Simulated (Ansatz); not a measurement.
**Energy profile**

The step: Si₂H₆ ([SiH3][SiH3]) + AsH₃ → Si₂AsH₇ ([SiH3][SiH2][AsH2]) + H₂; bonds formed: Si1–As7, H2–H6; bonds broken: Si1–H2, H6–As7 (atoms numbered as in the saddle structure below).

Si1  (-0.694, -0.377, 0.311)
H2  (1.061, -0.190, 0.588)
H3  (-1.690, -0.807, -0.714)
H4  (-1.039, -1.029, 1.601)
Si5  (-0.892, 1.956, 0.430)
H6  (1.840, -0.894, 0.454)
As7  (1.171, -2.040, -0.659)
H8  (-0.125, 2.464, 1.600)
H9  (-2.307, 2.407, 0.545)
H10  (-0.311, 2.555, -0.803)
H11  (1.435, -0.914, -1.642)
H12  (1.551, -3.133, -1.711)
(Å)

Electronic energies by CCSD(T) at an estimated basis limit (MP2 extrapolated from triple and quadruple zeta, plus CCSD(T) − MP2 in triple zeta), on PBE0-D4/def2-TZVP structures; Si2AsH9, singlet; no counterpoise correction. Program: Ansatz 0.2.0. Basis: def2-TZVPP and def2-QZVPP. Cores are frozen in the correlated methods. Filled d shells of the heavier atoms are correlated. The def2 sets are not built for correlating such inner shells, so the correlated values are less sure here. Extrapolation: Hartree–Fock as exp(−7.88 √X), correlation as X^−2.97.

(1) Give the profile in kJ/mol, counted from the separated reactants. (An estimate is asked for; the value comes from the calculation.)

No T1 diagnostic of these runs exceeds 0.013.

Answers

(1) Computed:
```tsv
point	kJ/mol
separated: Si2H6 (linked as [SiH3][SiH3]; Si1, H2, H3, H4, Si5, H8, H9, H10; singlet) + AsH3 (H6, As7, H11, H12; singlet)	0.0
start structure	-5.5
saddle	245.6
end structure	-16.9
separated: Si2AsH7 (linked as [SiH3][SiH2][AsH2]; Si1, H3, H4, Si5, As7, H8, H9, H10, H11, H12; singlet) + H2 (H2, H6; singlet)	-14.9
```

For scale, one of the runs: CCSD(T)/def2-TZVPP, 258 basis functions, launched by `ansatz run in.yaml --threads 8 --pin off --events-out ev --progress --plain --max-ram 19148MiB`. Hardware: 8 CPU threads of an Intel Xeon, shared host. Wall time 93 s; peak host memory 5.4 GiB.
